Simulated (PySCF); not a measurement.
Isomers of C5H11ClSi, one GFN2-xTB conformer each. Single-point energies are computed at PBE0/pcSseg-1 (PySCF, gas phase, no added dispersion term), electronic only.

Problem. Rank them by PBE0/pcSseg-1 energy, lowest first (kcal/mol).
A. `[CH3:1][C@@H:2]1[CH2:3][CH2:4][Si@@H:5]1[CH2:6][Cl:7]` with C4–Si5–C6–Cl7 -174°, C1–C2–C3–C4 -105°, C2–C3–C4–Si5 -13°, C3–C4–Si5–C6 125°, C1–C2–Si5–C4 105°
B. `[CH3:1][CH:2]([CH3:3])[SiH2:4]/[CH:5]=[CH:6]/[Cl:7]` with C1–C2–Si4–C5 60°, C2–Si4–C5–C6 101°

Solution. A (0.0), B (3.2).

As drawn, the lower has a four-membered ring, which the higher lacks; the higher has a C=C bond outside aromatic rings, which the lower lacks. GFN2-xTB itself gives, in the same order: 0.0, 0.2. Both levels put the same isomer lowest.

Problem. Which frontier levels, dipoles and rotational constants go with these structures?

Solution. 
| SMILES | HOMO (eV, PBE0/pcSseg-1) | LUMO (eV) | dipole (D) | A, B, C (MHz) |
| --- | --- | --- | --- | --- |
| C[C@@H]1CC[Si@@H]1CCl | -7.62 | 0.31 | 1.94 | 3212, 1018, 865.6 |
| CC(C)[SiH2]/C=C/Cl | -7.50 | -0.65 | 1.62 | 3084, 722.5, 683.4 |

Problem. As an exercise, what shares would exp(−E/RT) give at 1000 K from these electronic energies alone (no entropy, no degeneracies)?

Solution. RT = 1.987 kcal/mol: C[C@@H]1CC[Si@@H]1CCl 83.3 %, CC(C)[SiH2]/C=C/Cl 16.7 %.
